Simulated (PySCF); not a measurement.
C4H4F4.
SMILES: `C/C(F)=C\C(F)(F)F`

Theory: PySCF, TDDFT CAM-B3LYP/def2-SVPD, vertical, gas phase, core orbitals frozen in the response. Geometry: GFN2-xTB; no solvent, vibrations or thermal averaging. Torsions of this conformer, `[CH3:1]/[C:2]([F:3])=[CH:4]\[C:5]([F:6])([F:7])[F:8]`: C2–C4–C5–F6 -62°.

Broadening: Gaussians 0.4 eV wide at half height, area fixed by f = 4.319×10⁻⁹ ∫ε dν̃. The width is an assumption, not a result. The curve ends short of the highest state used, and states not computed would add to its high-energy end.

E (eV), ε (L mol⁻¹ cm⁻¹) and a bar:
```
     6.57         57 
     6.61        127 
     6.66        321 
     6.71        740 #
     6.75       1358 #
     6.80       2683 ###
     6.85       4860 #####
     6.89       7344 ########
     6.94      11381 ############
     6.99      16174 #################
     7.03      20129 ######################
     7.08      24475 ##########################
     7.13      27288 #############################
     7.17      27970 ##############################
     7.22      26683 #############################
     7.27      23343 #########################
     7.32      18730 ####################
     7.36      14759 ################
     7.41      10147 ###########
     7.46       6422 #######
     7.50       4218 ####
     7.55       2374 ##
     7.60       1336 #
     7.64        910 #
     7.69        687 #
     7.74        644 #
     7.78        658 #
     7.83        672 #
     7.88        649 #
     7.92        599 #
     7.97        505 
     8.02        394 
     8.06        307 
     8.11        215 
     8.16        147 
     8.20        110 
     8.25         82 
     8.30         66 
     8.34         60 
     8.39         57 
     8.44         59 
     8.48         66 
     8.53         87 
     8.58        127 
     8.62        179 
     8.67        276 
     8.72        413 
     8.76        551 #
     8.81        752 #
     8.86        966 #
     8.90       1134 #
     8.95       1326 #
     9.00       1491 ##
     9.04       1605 ##
     9.09       1727 ##
     9.14       1821 ##
```

**Question.** Where are the band maxima, and which computed states make them?

**Answer.** 173 nm (7.17 eV), ε about 28000, made up of S1 (100%); 158 nm (7.83 eV), ε about 670, made up of S2 (98%) (hardly more than a shoulder) (ε in L mol⁻¹ cm⁻¹; maxima over ε = 5, shares over 10%). At its high-energy end, 9.14 eV, the curve is still rising (ε about 1800, from S5, S6 and S7). The states used: S1 7.17 eV (f 0.415); S2 7.84 eV (f 0.0098); S3 8.31 eV (f 0.0007); S4 8.68 eV (f 0.0006); S5 8.97 eV (f 0.015); S6 9.26 eV (f 0.019); S7 9.28 eV (f 0.0042); S8 9.74 eV (f 0.0039).

**Question.** Does any computed singlet lie in the visible range?

**Answer.** No computed singlet lies in the visible range (380 to 750 nm); the lowest, at 173 nm, stands 3.91 eV above its violet end (3.26 eV).

**Question.** What would ε be at 7.17 eV, the highest of these maxima, with half the width (0.2 eV)?

**Answer.** About 55900 L mol⁻¹ cm⁻¹ against 28000, a factor of about 2.00; a lone state at its own centre would give exactly 2.
